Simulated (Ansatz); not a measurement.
Ansatz (a quantum-chemistry and plane-wave program) input for C₄H₆OSe, SMILES C=C1[C@@H](OC1)[SeH], PBE-D3(BJ)/def2-SVP. 

Ansatz 0.2 input:
```yaml
crystal:
  periodic: [false, false, false]
  atoms:
    - {symbol: C, position_ang: [0.72996654, -2.39411263, -0.06276745]}
    - {symbol: C, position_ang: [-0.24731297, -1.51207554, 0.09998866]}
    - {symbol: C, position_ang: [-1.47014574, -1.34941670, 0.96294615]}
    - {symbol: O, position_ang: [-1.77262217, -0.10906187, 0.31180566]}
    - {symbol: C, position_ang: [-0.61418882, -0.18291587, -0.49969830]}
    - {symbol: Se, position_ang: [0.75908641, 1.18497897, -0.16373656]}
    - {symbol: H, position_ang: [1.52769900, -2.21841950, -0.78907232]}
    - {symbol: H, position_ang: [0.76725405, -3.31405074, 0.52607304]}
    - {symbol: H, position_ang: [-2.26734704, -2.10013235, 0.82135623]}
    - {symbol: H, position_ang: [-1.27743148, -1.22407800, 2.04357226]}
    - {symbol: H, position_ang: [-0.85061356, -0.15332585, -1.57561246]}
    - {symbol: H, position_ang: [0.08256436, 2.22434060, -0.95653314]}
basis:
  gaussian:
    orbitals: def2-SVP
hamiltonian:
  xc: pbe
  dispersion: d3bj
relax: {f_tol: 0.002, max_steps: 200}
```

Program output:

```
WARN ansatz: RAYON_NUM_THREADS=1 ignored (pool sized by the plan → 1); use --threads N
Functional definition: PBE
integrals: 0.08 GiB planned
1469 factors; their error is unknown
mean field: 0.44 GiB planned
mean field evaluation 1: about -71601.8538 eV, gradient 5.8e1 eV
mean field evaluation 2: about -71583.5664 eV, gradient 1.0e2 eV
mean field evaluation 4: about -71610.2901 eV, gradient 1.0e1 eV
mean field evaluation 8: about -71610.5194 eV, gradient 1.1e-1 eV
mean field evaluation 16: about -71610.3649 eV, gradient 2.5e-3 eV
mean field -71610.36485172 eV, -2631.6323690522 hartree, gradient 2.8e-5 eV, S^2 0.000000; 0 other end points of the search recorded, 0 dependent functions left out
the calculation of the forces begins
reference -71610.36488464 eV, -2631.6323702618 hartree; 36, 36 occupied and 96, 96 virtual orbitals, 1469 factors
relax step   1: F+E_penalty+E_count = -71610.66093127 eV  Δ(F+E_penalty+E_count) = +0.000e0 eV  max|allowed force component| = 6.554e-1 eV/Å  Δτ_max = 0.0000 Å  (30 SCF iters, accepted)
these checks for a lower state are left out or cut short: starts, cluster_reference, orbital_swaps, neighbouring_geometries, increment
integrals: 0.08 GiB planned
1469 factors; their error is unknown
mean field: 0.44 GiB planned
mean field -71610.39394223 eV, -2631.6334381085 hartree, gradient 1.0e-5 eV, S^2 0.000000; 0 other end points of the search recorded, 0 dependent functions left out
the calculation of the forces begins
reference -71610.39397534 eV, -2631.6334393254 hartree; 36, 36 occupied and 96, 96 virtual orbitals, 1469 factors
relax step   2: F+E_penalty+E_count = -71610.68838709 eV  Δ(F+E_penalty+E_count) = -2.746e-2 eV  max|allowed force component| = 2.590e-1 eV/Å  Δτ_max = 0.0211 Å  (34 SCF iters, accepted)
these checks for a lower state are left out or cut short: starts, cluster_reference, orbital_swaps, neighbouring_geometries, increment
integrals: 0.08 GiB planned
1469 factors; their error is unknown
mean field: 0.44 GiB planned
mean field evaluation 32: about -71610.3990 eV, gradient 2.1e-3 eV
mean field -71610.39897814 eV, -2631.6336231749 hartree, gradient 1.0e-5 eV, S^2 0.000000; 0 other end points of the search recorded, 0 dependent functions left out
the calculation of the forces begins
reference -71610.39901137 eV, -2631.6336243959 hartree; 36, 36 occupied and 96, 96 virtual orbitals, 1469 factors
relax step   3: F+E_penalty+E_count = -71610.69257271 eV  Δ(F+E_penalty+E_count) = -4.186e-3 eV  max|allowed force component| = 5.950e-2 eV/Å  Δτ_max = 0.0129 Å  (33 SCF iters, accepted)
these checks for a lower state are left out or cut short: starts, cluster_reference, orbital_swaps, neighbouring_geometries, increment
integrals: 0.08 GiB planned
1469 factors; their error is unknown
mean field: 0.44 GiB planned
mean field -71610.39912264 eV, -2631.6336284850 hartree, gradient 9.9e-6 eV, S^2 0.000000; 0 other end points of the search recorded, 0 dependent functions left out
the calculation of the forces begins
reference -71610.39915588 eV, -2631.6336297067 hartree; 36, 36 occupied and 96, 96 virtual orbitals, 1469 factors
relax step   4: F+E_penalty+E_count = -71610.69280461 eV  Δ(F+E_penalty+E_count) = -2.319e-4 eV  max|allowed force component| = 3.552e-2 eV/Å  Δτ_max = 0.0063 Å  (35 SCF iters, accepted)
these checks for a lower state are left out or cut short: starts, cluster_reference, orbital_swaps, neighbouring_geometries, increment
integrals: 0.08 GiB planned
1469 factors; their error is unknown
mean field: 0.44 GiB planned
mean field -71610.39907751 eV, -2631.6336268266 hartree, gradient 9.9e-6 eV, S^2 0.000000; 0 other end points of the search recorded, 0 dependent functions left out
the calculation of the forces begins
reference -71610.39911076 eV, -2631.6336280486 hartree; 36, 36 occupied and 96, 96 virtual orbitals, 1469 factors
relax step   5: F+E_penalty+E_count = -71610.69287251 eV  Δ(F+E_penalty+E_count) = -6.790e-5 eV  max|allowed force component| = 2.035e-2 eV/Å  Δτ_max = 0.0060 Å  (34 SCF iters, accepted)
these checks for a lower state are left out or cut short: starts, cluster_reference, orbital_swaps, neighbouring_geometries, increment
integrals: 0.08 GiB planned
1469 factors; their error is unknown
mean field: 0.44 GiB planned
mean field -71610.39920162 eV, -2631.6336313878 hartree, gradient 9.9e-6 eV, S^2 0.000000; 0 other end points of the search recorded, 0 dependent functions left out
the calculation of the forces begins
reference -71610.39923489 eV, -2631.6336326101 hartree; 36, 36 occupied and 96, 96 virtual orbitals, 1469 factors
relax step   6: F+E_penalty+E_count = -71610.69290353 eV  Δ(F+E_penalty+E_count) = -3.102e-5 eV  max|allowed force component| = 1.264e-2 eV/Å  Δτ_max = 0.0045 Å  (35 SCF iters, accepted)
these checks for a lower state are left out or cut short: starts, cluster_reference, orbital_swaps, neighbouring_geometries, increment
integrals: 0.08 GiB planned
1469 factors; their error is unknown
mean field: 0.44 GiB planned
mean field -71610.39924107 eV, -2631.6336328373 hartree, gradient 9.9e-6 eV, S^2 0.000000; 0 other end points of the search recorded, 0 dependent functions left out
the calculation of the forces begins
reference -71610.39927432 eV, -2631.6336340594 hartree; 36, 36 occupied and 96, 96 virtual orbitals, 1469 factors
relax step   7: F+E_penalty+E_count = -71610.69290669 eV  Δ(F+E_penalty+E_count) = -3.160e-6 eV  max|allowed force component| = 1.917e-2 eV/Å  Δτ_max = 0.0049 Å  (33 SCF iters, accepted)
these checks for a lower state are left out or cut short: starts, cluster_reference, orbital_swaps, neighbouring_geometries, increment
integrals: 0.08 GiB planned
1469 factors; their error is unknown
mean field: 0.44 GiB planned
mean field evaluation 64: about -71610.5535 eV, gradient 2.6e-4 eV
mean field -71610.39922725 eV, -2631.6336323295 hartree, gradient 9.9e-6 eV, S^2 0.000000; 0 other end points of the search recorded, 0 dependent functions left out
the calculation of the forces begins
reference -71610.39926051 eV, -2631.6336335517 hartree; 36, 36 occupied and 96, 96 virtual orbitals, 1469 factors
relax step   8: F+E_penalty+E_count = -71610.69293764 eV  Δ(F+E_penalty+E_count) = -3.095e-5 eV  max|allowed force component| = 6.962e-3 eV/Å  Δτ_max = 0.0022 Å  (35 SCF iters, accepted)
these checks for a lower state are left out or cut short: starts, cluster_reference, orbital_swaps, neighbouring_geometries, increment
integrals: 0.08 GiB planned
1469 factors; their error is unknown
mean field: 0.44 GiB planned
mean field -71610.39925199 eV, -2631.6336332386 hartree, gradient 1.4e-5 eV, S^2 0.000000; 0 other end points of the search recorded, 0 dependent functions left out
the calculation of the forces begins
reference -71610.39928525 eV, -2631.6336344610 hartree; 36, 36 occupied and 96, 96 virtual orbitals, 1469 factors
relax step   9: F+E_penalty+E_count = -71610.69294370 eV  Δ(F+E_penalty+E_count) = -6.052e-6 eV  max|allowed force component| = 6.336e-3 eV/Å  Δτ_max = 0.0039 Å  (25 SCF iters, accepted)
these checks for a lower state are left out or cut short: starts, cluster_reference, orbital_swaps, neighbouring_geometries, increment
integrals: 0.08 GiB planned
1469 factors; their error is unknown
mean field: 0.44 GiB planned
mean field -71610.39924077 eV, -2631.6336328264 hartree, gradient 2.2e-5 eV, S^2 0.000000; 0 other end points of the search recorded, 0 dependent functions left out
the calculation of the forces begins
reference -71610.39927403 eV, -2631.6336340487 hartree; 36, 36 occupied and 96, 96 virtual orbitals, 1469 factors
relax step  10: F+E_penalty+E_count = -71610.69294449 eV  Δ(F+E_penalty+E_count) = -7.962e-7 eV  max|allowed force component| = 4.673e-3 eV/Å  Δτ_max = 0.0024 Å  (23 SCF iters, accepted)
these checks for a lower state are left out or cut short: starts, cluster_reference, orbital_swaps, neighbouring_geometries, increment
integrals: 0.08 GiB planned
1469 factors; their error is unknown
mean field: 0.44 GiB planned
mean field -71610.39925121 eV, -2631.6336332099 hartree, gradient 1.2e-5 eV, S^2 0.000000; 0 other end points of the search recorded, 0 dependent functions left out
the calculation of the forces begins
reference -71610.39928447 eV, -2631.6336344322 hartree; 36, 36 occupied and 96, 96 virtual orbitals, 1469 factors
relax step  11: F+E_penalty+E_count = -71610.69294634 eV  Δ(F+E_penalty+E_count) = -1.844e-6 eV  max|allowed force component| = 2.893e-3 eV/Å  Δτ_max = 0.0010 Å  (23 SCF iters, accepted)
these checks for a lower state are left out or cut short: starts, cluster_reference, orbital_swaps, neighbouring_geometries, increment
integrals: 0.08 GiB planned
1469 factors; their error is unknown
mean field: 0.44 GiB planned
mean field -71610.39925111 eV, -2631.6336332063 hartree, gradient 3.8e-5 eV, S^2 0.000000; 0 other end points of the search recorded, 0 dependent functions left out
the calculation of the forces begins
reference -71610.39928437 eV, -2631.6336344287 hartree; 36, 36 occupied and 96, 96 virtual orbitals, 1469 factors
relax step  12: F+E_penalty+E_count = -71610.69294713 eV  Δ(F+E_penalty+E_count) = -7.905e-7 eV  max|allowed force component| = 1.297e-3 eV/Å  Δτ_max = 0.0005 Å  (21 SCF iters, accepted)
integrals: 0.08 GiB planned
1469 factors; their error is unknown
mean field: 0.44 GiB planned
mean field evaluation 96: about -71609.2530 eV, gradient 2.4e1 eV
mean field -71610.39925111 eV, -2631.6336332063 hartree, gradient 3.8e-5 eV, S^2 0.000000; 1 other end points of the search recorded, 0 dependent functions left out
the calculation of the forces begins
reference -71610.39928437 eV, -2631.6336344287 hartree; 36, 36 occupied and 96, 96 virtual orbitals, 1469 factors
Total energy: -71610.69298039 eV, -2631.6444275582 hartree
Atom 0 at     0.734832    -2.402346    -0.066071 Å, force     0.000152    -0.000204    -0.000011 eV/Å
Atom 1 at    -0.250625    -1.513877     0.100546 Å, force     0.000176    -0.000071    -0.000049 eV/Å
Atom 2 at    -1.476984    -1.358580     0.972482 Å, force    -0.000396    -0.000329     0.000009 eV/Å
Atom 3 at    -1.803252    -0.111499     0.302740 Å, force     0.000346    -0.000405    -0.000212 eV/Å
Atom 4 at    -0.622011    -0.181842    -0.503494 Å, force     0.000126     0.001297     0.001105 eV/Å
Atom 5 at     0.772192     1.207047    -0.148309 Å, force    -0.000375    -0.000413    -0.000337 eV/Å
Atom 6 at     1.536203    -2.224032    -0.799667 Å, force    -0.000330    -0.000117    -0.000003 eV/Å
Atom 7 at     0.774755    -3.329219     0.526638 Å, force     0.000123     0.000321     0.000046 eV/Å
Atom 8 at    -2.275109    -2.123666     0.842005 Å, force    -0.000017    -0.000066     0.000049 eV/Å
Atom 9 at    -1.280516    -1.219383     2.060561 Å, force     0.000040     0.000132    -0.000008 eV/Å
Atom 10 at    -0.843734    -0.132473    -1.590414 Å, force     0.000031     0.000019    -0.000690 eV/Å
Atom 11 at     0.101158     2.241599    -0.978695 Å, force     0.000124    -0.000164     0.000100 eV/Å
Dipole moment:     0.008674    -0.343993    -0.077515 e Å
```

The calculation finished and met its thresholds.
